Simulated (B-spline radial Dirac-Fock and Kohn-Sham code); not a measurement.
## Compton profile of Au⁷¹⁺

System: Au⁷¹⁺, configuration [He] 2s2 2p4.

Calculated with a radial B-spline solver, using the impulse approximation on Dirac-Fock densities. pz is in atomic units of momentum; subshell profiles are per electron, for a selection of subshells; open shells are spread over both j values by their weights.

```
 pz   J total  J 1s1/2   J 2s1/2   J 2p3/2
6.6    0.1383  0.00911    0.0266    0.0173
9.3    0.1281  0.00895    0.0223    0.0170
 13    0.1113  0.00867    0.0160    0.0160
 19   0.08276  0.00805   0.00769    0.0130
 26   0.05533  0.00717   0.00270   0.00879
 38   0.02802  0.00552  0.000873   0.00355
 53   0.01371  0.00370  0.000808   0.00101
 75  0.005806  0.00193  0.000498  0.000178
```

Question: What is the peak value J(0), and which subshell contributes most to it?

Answer: J(0) = 0.1498. The 2s1/2 subshell gives the largest part, 43 %.

Mean momentum ⟨p⟩ by subshell (a.u.): 1s1/2 85.4, 2s1/2 31.4, 2p1/2 41.0, 2p3/2 35.7.
